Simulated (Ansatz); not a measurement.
The cluster BeF2 (the lowest singlet isomer of a short search), 3 atoms. Hardware: 4 threads of Intel Xeon Platinum 8488C on a shared host.

Correlated methods freeze 2 core orbitals.

How many basis functions does each of these Ansatz runs have, and roughly what does it cost? MP2/def2-TZVP, charge 0 singlet, energy, from earlier orbitals; HF/STO-3G, charge 0 triplet, energy; PBE0-D4/def2-SVP, charge 0 singlet, energy, from earlier orbitals; r2SCAN-D4/def2-TZVP, charge 0 singlet, energy, from earlier orbitals; PBE0-D4/def2-SVP, charge 0 unrestricted singlet, energy with a search over starts; revPBE-D4/def2-TZVP, charge 0 quintet, energy, from earlier orbitals; B3LYP-D4/6-31G, charge 0 singlet, energy; r2SCAN-D4/def2-TZVP, charge 0 triplet, energy, from earlier orbitals; LDA (SPW92)/def2-TZVP, charge 0 singlet, energy and forces, from earlier orbitals; PBE-D4/def2-TZVP, charge 0 quintet, energy, from earlier orbitals; PBE-D4/def2-TZVP, charge 0 triplet, energy, from earlier orbitals; PBE0-D4/def2-TZVPD, charge 0 singlet, energy, from earlier orbitals.

Other jobs shared the machine, so times can vary by a factor of up to 3. A dash marks memory too small to be measured apart from the calling script's.

```json
{"run": "HF/STO-3G, charge 0 triplet, energy", "functions": "15", "fitting or Cholesky vectors": "213", "wall time": "0.1 s", "peak host memory (GiB)": "–"}
{"run": "PBE0-D4/def2-SVP, charge 0 singlet, energy, from earlier orbitals", "functions": "37", "fitting or Cholesky vectors": "380", "wall time": "0.15 s", "peak host memory (GiB)": "–"}
{"run": "MP2/def2-TZVP, charge 0 singlet, energy, from earlier orbitals", "functions": "81", "fitting or Cholesky vectors": "567", "wall time": "0.15 s", "peak host memory (GiB)": "–"}
{"run": "B3LYP-D4/6-31G, charge 0 singlet, energy", "functions": "27", "fitting or Cholesky vectors": "275", "wall time": "0.15 s", "peak host memory (GiB)": "–"}
{"run": "LDA (SPW92)/def2-TZVP, charge 0 singlet, energy and forces, from earlier orbitals", "functions": "81", "fitting or Cholesky vectors": "453", "wall time": "0.2 s", "peak host memory (GiB)": "–"}
{"run": "PBE0-D4/def2-SVP, charge 0 unrestricted singlet, energy with a search over starts", "functions": "37", "fitting or Cholesky vectors": "380", "wall time": "0.25 s", "peak host memory (GiB)": "–"}
{"run": "PBE0-D4/def2-TZVPD, charge 0 singlet, energy, from earlier orbitals", "functions": "102", "fitting or Cholesky vectors": "551", "wall time": "0.3 s", "peak host memory (GiB)": "–"}
{"run": "PBE-D4/def2-TZVP, charge 0 triplet, energy, from earlier orbitals", "functions": "81", "fitting or Cholesky vectors": "453", "wall time": "0.35 s", "peak host memory (GiB)": "–"}
{"run": "r2SCAN-D4/def2-TZVP, charge 0 singlet, energy, from earlier orbitals", "functions": "81", "fitting or Cholesky vectors": "453", "wall time": "0.4 s", "peak host memory (GiB)": "–"}
{"run": "PBE-D4/def2-TZVP, charge 0 quintet, energy, from earlier orbitals", "functions": "81", "fitting or Cholesky vectors": "453", "wall time": "0.6 s", "peak host memory (GiB)": "–"}
{"run": "revPBE-D4/def2-TZVP, charge 0 quintet, energy, from earlier orbitals", "functions": "81", "fitting or Cholesky vectors": "453", "wall time": "0.6 s", "peak host memory (GiB)": "–"}
{"run": "r2SCAN-D4/def2-TZVP, charge 0 triplet, energy, from earlier orbitals", "functions": "81", "fitting or Cholesky vectors": "453", "wall time": "0.65 s", "peak host memory (GiB)": "–"}
```
